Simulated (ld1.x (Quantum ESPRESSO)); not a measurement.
platinum (Pt): one change to an ultrasoft potential, before and after

platinum (Pt), ultrasoft, made with ld1.x (Quantum ESPRESSO) 7.5 (PW91, scalar-relativistic). Core [Kr] 4d10 4f14, reference 5s2 5p6 5d9 6s1 6p0. Waves: 5s (bound): rcut 1.30, rcutus 1.45 bohr; 6s (bound): rcut 1.30, rcutus 1.45 bohr; 5p (bound): rcut 1.80, rcutus 2.20 bohr; 6p (bound, empty): rcut 1.80, rcutus 2.20 bohr; 5d (bound): rcut 1.15, rcutus 1.50 bohr; 5d channel at -0.1 Ry: rcut 1.15, rcutus 1.50 bohr. Local part: all-electron potential smoothed inside 2.15 bohr (lloc = -1). Core correction: none. Augmentation charge: PSQ, inside the norm-conserving radii.

Change: all radii scaled by about 1.06 (s 1.54, p 2.32, d 1.58 bohr, rcut 1.38/1.90/1.22); local potential all-electron potential smoothed inside 2.28 bohr (lloc = -1).

Cutoffs: the cutoffs (Ry, on a coarse ladder) from which the occupation-weighted sum of valence levels, in a spherical-Bessel basis at the reference potential, stays within 10 and 1 mRy of its value at 400 Ry; they do not see the model core or the augmentation charge, which bear on the density cutoff. Errors are all-electron minus pseudo energies relative to the spin-unpolarised reference configuration.

Q: How do hardness, ghosts and transferability respond?

A: The potential gets softer (50 Ry and 90 Ry → 40 Ry and 70 Ry); of the 7 tests that both files solve, the error grows in 7 and shrinks in 0 by more than 15 % and 0.3 meV (median size 5.9 → 10.6 meV); neither file shows a bound ghost. A larger radius leaves more room for a smooth pseudo-wave, so fewer plane waves are needed. More of the atom is replaced by a form fitted at one configuration, so other configurations suffer.

| quantity | base | changed |
| --- | --- | --- |
| cutoff, loose | 50 Ry | 40 Ry |
| cutoff, tight | 90 Ry | 70 Ry |
| loose cutoff by channel (10 mRy a level) | s 30 Ry, p 15 Ry, d 40 Ry | s 30 Ry, p 15 Ry, d 35 Ry |
| bound ghosts | none | none |
| error for 5s2 5p6 5d9 6s0 6p0, meV [ΔE 9.27 eV] | -6.1 | -14 |
| error for 5s2 5p6 5d8 6s0 6p0, meV [ΔE 29.31 eV] | -5.9 | -11 |
| error for 5s2 5p6 5d7 6s0 6p0, meV [ΔE 61.61 eV] | -5.9 | -8.1 |
| error for 5s2 5p6 5d9.5 6s0.5 6p0, meV [ΔE -0.12 eV] | -3.0 | -5.6 |
| error for 5s1 5p6 5d9 6s1 6p0, meV [ΔE 108.61 eV] | -120 | -221 |
| error for 5s2 5p6 5d8 6s2 6p0, meV [ΔE 0.99 eV] | -1.3 | -15 |
| error for 5s2 5p6 5d8 6s1 6p0, meV [ΔE 11.23 eV] | +0.1 | -1.7 |
| lowest overlap eigenvalue by channel | s 0.20, p 0.81, d 0.92 | s 0.14, p 0.81, d 0.96 |
